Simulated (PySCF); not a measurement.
**Trend along group 12: MNa molecules**

PBE0 with double-zeta basis sets in PySCF, for the lowest determinant that a PBE0 search found; no spin–orbit coupling. De refers to high-spin ground-configuration atoms. A positive dipole means M(−)Na(+).

| M | basis | state (unpaired electrons) | Re (Å) | ωe (cm⁻¹) | De (eV) | μ (D) |
| --- | --- | --- | --- | --- | --- | --- |
| Zn | cc-pVDZ/cc-pVDZ-PP | doublet (σ ↑) | 3.250 | 86.8 | 0.15 | 0.50 |
| Cd | def2-SVP | doublet (σ ↑) | 3.483 | 66.3 | 0.12 | 0.68 |
| Hg | def2-SVP | doublet (σ ↑) | 3.578 | 51.1 | 0.07 | 0.26 |

The shortest bond is that of NaZn (3.250 Å), the longest that of NaHg (3.578 Å).

The rows differ in basis set, which adds steps of its own.

Down a group the atoms grow and get heavier, so bonds lengthen and wavenumbers fall; this series shows no clear exception.

Weak bonds: NaCd, NaHg, NaZn. Basis-set superposition, not corrected here, can be much of De in a small basis, most of all at correlated wavefunction levels. Functionals without a dispersion term scatter widely for such bonds, and LDA overbinds them. Spin–orbit coupling is left out. States were picked by a PBE0 search and need not be the measured ground states.
